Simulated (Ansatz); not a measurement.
Species: CBr2 (charge -1, doublet). 
Structure (B3LYP-D3(BJ)/def2-TZVP (Ansatz, a quantum-chemistry and plane-wave program) minimum search):
```xyz
3

C      0.1439    -0.0798     1.1441
Br     0.9012     1.3928    -0.1163
Br    -0.9259    -1.3792    -0.0798
```
Charge -1, spin multiplicity 2.

Basis-set convergence of Hartree-Fock and CCSD correlation energies (hartree) with Ansatz. Valence correlation only, unless marked. UHF or UKS for open shells. Spin-orbit coupling is left out. The frozen core is the preceding noble-gas configuration, with the filled d and f shells of earlier blocks. Non-relativistic. This anion needs diffuse functions, which these sets lack.

```json
[
 {"basis": "cc-pVDZ", "functions": "68", "E(HF)": "-5182.58645", "E(corr, CCSD)": "-0.36758"},
 {"basis": "cc-pVTZ", "functions": "116", "E(HF)": "-5182.75219", "E(corr, CCSD)": "-0.49390"},
 {"basis": "cc-pVQZ", "functions": "191", "E(HF)": "?", "E(corr, CCSD)": "?"}
]
```

Task: Complete the blanks.

Result: 
- cc-pVQZ, E(HF): -5182.76176
- cc-pVQZ, E(corr, CCSD): -0.53847
